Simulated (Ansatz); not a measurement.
Basis-set series for `C[SiH2][N]([SiH3])[GeH3]`. The species carries charge 0 and has multiplicity 1. The geometry is a stationary point of PBE0-D4/def2-TZVP. It is one conformer, not always the lowest.

```tsv
functional	basis	functions	energy (Eh)	HOMO (eV)	LUMO (eV)
PBE0-D4	def2-SVP	151	-2754.37718	-7.23	0.18
PBE0-D4	def2-QZVPP	673	-2755.03082	-7.33	-0.24
ωB97M-V	def2-SVP	151	-2754.76221	-9.43	2.05
ωB97M-V	def2-QZVPP	673	-2755.42046	-9.57	1.36
```

Problem. Give the rows for def2-TZVPP. (Estimate.)

Solution. The calculation gave: 
```csv
functional,basis,functions,energy (Eh),HOMO (eV),LUMO (eV)
PBE0-D4,def2-TZVPP,348,-2754.95934,-7.32,-0.12
ωB97M-V,def2-TZVPP,348,-2755.35196,-9.57,1.61
```

Positive LUMOs are unbound and depend on the basis. Scalar relativity is left out up to krypton.

Results of the Gaussian-basis code of Ansatz.
